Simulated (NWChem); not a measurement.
System: C$_{3}$H$_{4}$F$_{2}$O; SMILES FC1(CCO1)F

```xyz
10

F     -0.0322    -1.2141     1.0862
C      0.0048    -0.3984     0.0000
F     -0.0322    -1.2141    -1.0862
C      1.0865     0.6866     0.0000
C     -0.1209     1.6427     0.0000
O     -1.0478     0.5152     0.0000
H      1.7127     0.6919     0.9098
H      1.7127     0.6919    -0.9098
H     -0.2482     2.2674     0.9079
H     -0.2482     2.2674    -0.9079
```
Atoms are numbered in this order, from 1.

Program: NWChem. All runs use the structure optimised with PBE-D3(BJ)/def2-SVP. Atomic charges in e: unrestrained fits to the electrostatic potential beside Mulliken populations; buried atoms are poorly determined by the fit.

Question: What does the run give for B3LYP/def2-SVP? Quantities: ESP F1; Mulliken F1; ESP C2; Mulliken C2; ESP F3; Mulliken F3; ESP C4; Mulliken C4; ESP C5; Mulliken C5; relative RMS misfit of the potential (%).

Answer: 
```yaml
ESP F1: -0.31
Mulliken F1: -0.19
ESP C2: 0.97
Mulliken C2: 0.41
ESP F3: -0.31
Mulliken F3: -0.19
ESP C4: -0.44
Mulliken C4: -0.07
ESP C5: 0.40
Mulliken C5: 0.19
relative RMS misfit of the potential (%): 20
```
